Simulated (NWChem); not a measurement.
System: Br anion

Here is an NWChem input.

```
start job
memory heap 200 mb stack 900 mb global 1100 mb
charge -1
geometry units angstroms noautoz
  Br     0.000000     0.000000     0.000000
end
basis spherical
  Br library aug-cc-pvdz
end
dft
  xc becke97-2
  iterations 150
  mulliken
end
task dft energy
```

What results follow from this input? (B97-2/aug-cc-pVDZ.) Quantities: energy (Ha); highest occupied level (eV); orbital gap (eV).

The energy (Ha) is -2574.89, the highest occupied level (eV) is -0.79 and the orbital gap (eV) comes out as 7.30.
